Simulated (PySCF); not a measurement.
Rows and methods have been separated. Pair them.

Compound: trimethylamine-alane, C₃H₁₂AlN.
SMILES: `C[N+](C)(C)[AlH3-]`

The closed-shell ground state was solved 3 times with PySCF (density fitting, gas phase), always in the pcSseg-2 basis (355 functions), with these functionals: KT3, PBE0 and wB97X-D. Isolated species at its PBE0-D3(BJ)/def2-TZVP geometry, gas phase.

```json
{"row": "P", "total energy (Eh)": "-423.6112", "HOMO (eV)": "-6.17", "LUMO (eV)": "-0.71", "dipole (D)": "5.07"}
{"row": "Q", "total energy (Eh)": "-418.7366", "HOMO (eV)": "-9.28", "LUMO (eV)": "1.74", "dipole (D)": "5.28"}
{"row": "R", "total energy (Eh)": "-418.4574", "HOMO (eV)": "-7.35", "LUMO (eV)": "0.09", "dipole (D)": "5.20"}
```

Which functional belongs to which row?

P = KT3, Q = wB97X-D, R = PBE0. By rising HOMO–LUMO gap: KT3 (GGA) 5.46 eV; PBE0 (global hybrid, 25 % exact exchange) 7.44 eV; wB97X-D (range-separated hybrid) 11.02 eV. Total energies of different functionals aren't bounds to one another; each is stationary for its own functional.

wB97X-D is run here without its empirical dispersion term; that term would change no orbital, density or response property at a fixed geometry.
